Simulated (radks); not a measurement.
The numbers below are computed, except where a source is named.
These are the eigenvalues of the occupied orbitals of an atom or ion with whole-number occupations (hartree). Level of theory: Dirac Kohn-Sham, BLYP, spin-unpolarised, spherical densities, finite nucleus; Fermi nuclear charge, rms radius of each element as measured or else 0.836 A^(1/3) + 0.57 fm (a radial shooting solver on a logarithmic mesh with Libxc functionals).

1s1/2: -132.0334
2s1/2: -14.80391
2p1/2: -12.30233
2p3/2: -12.18997
3s1/2: -2.19996
3p1/2: -1.56472
3p3/2: -1.55208

Which element is it, and in what charge state? The configuration may be excited.

Answer. Z = 19, potassium, charge +2: K2+ in [He] 2s2 2p(1/2: 2, 3/2: 3) 3s2 3p6. The list shows which subshells hold electrons but not how many an open one holds; the 1s level, -132.03 hartree, gives Z - s = 16.3 by -(Z - s)^2/2, which with screening and relativity narrows Z to a few neighbours, and the depths of the outer levels then fix element, charge and occupations together.
